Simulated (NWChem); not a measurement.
Species: CH₃ClGeO; SMILES O=[CH][GeH2][Cl]

```xyz
7

O      0.4661    -2.6271     0.0000
C      0.8244    -1.4826     0.0000
Ge    -0.5352    -0.0130     0.0000
Cl     0.5486     1.8636     0.0000
H      1.9121    -1.2000     0.0000
H     -1.3931    -0.0763     1.2712
H     -1.3931    -0.0763    -1.2712
```
Atoms are numbered in this order, from 1.

All runs: NWChem. Pople sets run with spherical d functions. Geometry: optimised at PBE0/def2-SVP.

For level PBE/6-31G*:

```yaml
highest occupied level (eV): -5.90
```

Task: How do the values read with level PBE/6-311G** instead?

Result: The highest occupied level (eV) is -6.05.
